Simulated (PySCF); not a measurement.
```xyz
6
charge 0 multiplicity 1, angstrom
Ti   -0.0107   -0.3598    0.0000
S     0.7325    1.5786    0.0000
O    -0.6855   -0.9947    1.5431
O    -0.6855   -0.9947   -1.5431
H    -0.7261   -0.6010    2.4244
H    -0.7261   -0.6010   -2.4244
```

Method: B3LYP/[Ti def2-SVP, S def2-SVP, O def2-SVP, H def2-SVP], no relativity, density fitting, PySCF.

This geometry of TiS(OH)₂ is a stationary point at this level.

Problem. What is the point group?

Solution. Cs.

Problem. Is it a minimum?

Solution. Yes: all harmonic wavenumbers are real.

Problem. What are the dipole moment and the gap between the highest occupied and lowest empty levels?

Solution. 1.90 D and 3.61 eV.

Problem. What is the atomisation energy, with and without zero-point energy?

Solution. 2287 kJ/mol without, 2214 kJ/mol with.

Stability towards spin polarisation was not tested. Only a few start shapes were tried, so a lower isomer may exist.
